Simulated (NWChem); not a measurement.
# C4H4ClF; SMILES C=C=C[C@H](F)Cl

```xyz
10

C      0.3567    -3.0552     0.2674
C      0.0262    -1.8724    -0.1746
C     -0.3017    -0.6800    -0.6054
C     -0.4176     0.4928     0.3130
F     -1.6321     1.1010     0.1551
Cl     0.8657     1.7384    -0.0676
H     -0.3952    -3.7684     0.5994
H      1.3966    -3.3724     0.3162
H     -0.5026    -0.4869    -1.6578
H     -0.2773     0.2304     1.3620
```
Atoms are numbered in this order, from 1.

Computed with NWChem. Pople sets run with spherical d functions. All runs use the structure optimised with B3LYP/6-31G* (spherical d). Level: M06-2X/6-31G* with SMD (1 M gas to 1 M solution), gas-phase geometry.

### Question
Estimate the computed values for solvent ethyl acetate. Quantities: solvation free energy (kcal/mol); cavity-dispersion-structure term (kcal/mol); dipole in solution (D).

### Answer
```json
{
 "solvation free energy (kcal/mol)": "-5.4",
 "cavity-dispersion-structure term (kcal/mol)": "-0.9",
 "dipole in solution (D)": "3.56"
}
```
